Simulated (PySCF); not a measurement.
3,4-dimethylphosphinine, C₇H₉P.
Atom-mapped SMILES: `[CH3:1][c:2]1[cH:3][cH:4][p:5][cH:6][c:7]1[CH3:8]` (hydrogens: H9, H10, H11 on C1; H12 on C3; H13 on C4; H14 on C6; H15, H16, H17 on C8)

Level: wB97X-D/def2-SVPD in PySCF, non-relativistic, on one gas-phase PBE0-D3(BJ)/def2-SVP geometry that isn't relaxed in the solvent. The solvent is an IEF-PCM continuum (Bondi radii, 1.10 Å for H, scaled by 1.2). Specific hydrogen bonds and non-electrostatic terms are outside this model.

Gas phase at wB97X-D/def2-SVPD: HOMO -8.43 eV, LUMO 0.38 eV, dipole 2.49 D.

Task: What does the continuum do to the energy, the frontier levels and the dipole at wB97X-D/def2-SVPD in benzene and chloroform?

Result: 
```
   solvent      ε  E(solvent) − E(gas) (kJ/mol)  polarisation term (kJ/mol)  distortion of the solute (kJ/mol)  HOMO (eV)  LUMO (eV)  dipole (D)
   benzene  2.271                         -6.39                       -7.02                               0.63      -8.44       0.36        3.00
chloroform  4.711                        -10.50                      -12.24                               1.74      -8.46       0.33        3.32
```

The first energy column is the sum of the next two and covers electrostatics alone. From benzene to chloroform the lowering changes by a factor 1.64, Onsager's factor (ε − 1)/(2ε + 1) by 1.55 and ε itself by 2.1.

Task: Which radius a makes the point-dipole formula ΔE = −[(ε − 1)/(2ε + 1)]·μ²/a³ give the value in chloroform, with the gas-phase dipole?

Result: μ = 0.981 au and |ΔE| = 0.00400 Eh give a = 2.33 Å; the farthest nucleus lies 3.60 Å from the centroid of the nuclei, so such a sphere wouldn't even hold the nuclei. The formula assumes a rigid point dipole at the centre of a sphere.

Task: How does the static polarisability (wB97X-D/def2-SVPD, frozen core, with the continuum's full static response) change?

Result: 
```
    medium  isotropic (au)  principal values (au)  ⟨r²⟩ of the electrons (bohr²)
       gas           107.6     68.9, 115.2, 138.6                         1162.1
   benzene           127.5     79.7, 136.7, 166.1                         1161.7
chloroform           141.7     89.0, 151.6, 184.5                         1161.5
```

The isotropic value in chloroform is 1.32 times the gas-phase one; no cavity-field correction is applied. ⟨r²⟩ is taken about the centre of nuclear charge.

wB97X-D is run here without its empirical dispersion term; that term would change no orbital, density or response property at a fixed geometry.
